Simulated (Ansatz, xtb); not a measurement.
## BrClGaH3Si: where a starting geometry ends

The starting geometry of this gas-phase singlet was built from a drawn formula by distance geometry; its bonds are those of `Cl[SiH2][GaH][Br]`.

```xyz
7

Br   -1.2529   -1.4971   -1.1334
Cl   -2.1952    2.9267    1.1577
Ga   -1.6394    1.0517   -1.6359
Si   -0.5492    2.4044   -0.0865
H     0.3456    1.3635    0.4770
H     0.1938    3.6277   -0.4140
H    -2.5454    1.0152   -2.8713
```

Problem. Predict what it relaxes into with r2SCAN-D4/def2-SVP.

Solution. It keeps its bonds, and is `Cl[SiH2][GaH][Br]`. Distances that change by over a tenth: Br1–Ga3 (2.63 → 2.31 Å).

The energy falls by 0.64 eV over 29 steps:

| step | E − E(last) (eV) |
| --- | --- |
| 1 | 0.643 |
| 4 | 0.042 |
| 7 | 0.027 |
| 10 | 0.026 |
| 13 | 0.025 |
| 17 | 0.020 |
| 20 | 0.009 |
| 23 | 0.002 |
| 26 | 0.000 |
| 29 | 0.000 |

Final geometry (Å):

```xyz
7

Br   -0.3977   -0.9383   -2.2501
Cl   -1.9633    3.7360    0.6397
Ga   -1.7535    0.7824   -1.5255
Si   -0.6575    2.2175    0.0533
H    -0.2432    1.4558    1.2681
H     0.5559    2.8447   -0.5489
H    -3.1834    0.7939   -2.1429
```

From the same start GFN2-xTB ends elsewhere, differing in Cl2–Ga3 (2.31 against 3.67 Å here).

No frequencies were run, so the end isn't proven a minimum. Run with Ansatz 0.2.0, 72 s on 2 threads of Intel(R) Xeon(R) Platinum 8375C CPU @ 2.90GHz (Ice Lake), with other jobs on the host.
